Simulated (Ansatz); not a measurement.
F3HOZr, SMILES [OH][Zr]([F])([F])[F], multiplicity 1.

The structure is a stationary point at B3LYP-D3(BJ)/def2-SVP. The spin state was assumed, not searched. The structure was generated by enumeration; whether it is a known compound was not checked. The def2 effective core potentials stand for the cores of Zr; spin–orbit coupling is left out. The values are those of a single conformer.

Two levels are set side by side: PBE/def2-SVPD (Ansatz, an electronic-structure program) and CAM-B3LYP/def2-SVPD (Ansatz). Energy differences of separate SCF runs at the same geometry; the states with an electron removed or added have multiplicity 2 and 2. Differences are taken from unrounded values.

| quantity | PBE |
|---|---|
| vertical ionisation energy (eV) | 12.32 |
| vertical singlet–triplet gap (eV) | 7.40 |

Task: These are the PBE values. What does CAM-B3LYP give? (Estimate from the structure and the level; the computed values follow.)

Result: 
```
quantity                           CAM-B3LYP  PBE minus CAM-B3LYP
---------------------------------  ---------  -------------------
vertical ionisation energy (eV)        13.07                -0.75
vertical singlet–triplet gap (eV)       7.90                -0.50
```
